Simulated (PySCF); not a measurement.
# Spinor energies of Ga²⁺ (gallium, charge +2)

Start: [Ar] 3d10 4s1; 4s1/2 filled at m_j = +1/2. Calculated with PySCF 2.14 in x2c-QZVPPall-2c (11s9p5d4f1g, 100 functions): generalised Hartree-Fock with the X2C-1e Hamiltonian and a Gaussian nucleus; one run each with spin-orbit coupling (SO) switched off, then screened by Boettger's factors.

```json
{"spinor shell": "1s1/2", "electrons": "2", "ε, spin-free (eV)": "-10461.7", "ε, screened SO (eV)": "-10461.6", "weight of nominal j (screened SO)": "1.000", "rms radius, screened SO (bohr)": "0.0560"}
{"spinor shell": "2s1/2", "electrons": "2", "ε, spin-free (eV)": "-1361.2", "ε, screened SO (eV)": "-1361.1", "weight of nominal j (screened SO)": "1.000", "rms radius, screened SO (bohr)": "0.235"}
{"spinor shell": "2p1/2", "electrons": "2", "ε, spin-free (eV)": "-1183.0", "ε, screened SO (eV)": "-1202.1", "weight of nominal j (screened SO)": "1.000", "rms radius, screened SO (bohr)": "0.209"}
{"spinor shell": "2p3/2", "electrons": "4", "ε, spin-free (eV)": "-1183.0", "ε, screened SO (eV)": "-1173.8", "weight of nominal j (screened SO)": "1.000", "rms radius, screened SO (bohr)": "0.212"}
{"spinor shell": "3s1/2", "electrons": "2", "ε, spin-free (eV)": "-199.02", "ε, screened SO (eV)": "-199.01", "weight of nominal j (screened SO)": "1.000", "rms radius, screened SO (bohr)": "0.699"}
{"spinor shell": "3p1/2", "electrons": "2", "ε, spin-free (eV)": "-143.15", "ε, screened SO (eV)": "-145.81", "weight of nominal j (screened SO)": "1.000", "rms radius, screened SO (bohr)": "0.730"}
{"spinor shell": "3p3/2", "electrons": "4", "ε, spin-free (eV)": "-143.15", "ε, screened SO (eV)": "-141.88", "weight of nominal j (screened SO)": "1.000", "rms radius, screened SO (bohr)": "0.741"}
{"spinor shell": "3d3/2", "electrons": "4", "ε, spin-free (eV)": "-51.797", "ε, screened SO (eV)": "-52.124", "weight of nominal j (screened SO)": "0.992", "rms radius, screened SO (bohr)": "0.882"}
{"spinor shell": "4s1/2", "electrons": "1", "ε, spin-free (eV)": "-29.748", "ε, screened SO (eV)": "-29.748", "weight of nominal j (screened SO)": "1.000", "rms radius, screened SO (bohr)": "2.29"}
```

Question: Where does 3d5/2 lie, and what is the 3d spin-orbit splitting (screened SO)?

Answer: At -51.577 eV, 0.547 eV above 3d3/2.

```json
{"quantity": "E (hartree)", "spin-free": "-1941.30325", "screened SO": "-1941.36870"}
{"quantity": "M_J", "spin-free": "1/2", "screened SO": "1/2"}
{"quantity": "⟨J²⟩", "spin-free": "0.751", "screened SO": "0.751"}
{"quantity": "⟨L²⟩", "spin-free": "0.000", "screened SO": "0.002"}
{"quantity": "⟨S²⟩", "spin-free": "0.751", "screened SO": "0.752"}
```

Each row is a mean over spinors that exchange with the open shell spreads, by up to 0.475 eV (3s1/2).

Without spin-orbit coupling the j labels of p, d and f shells carry no meaning; the spin-free column gives the mean over the occupied spinors of each nl shell.
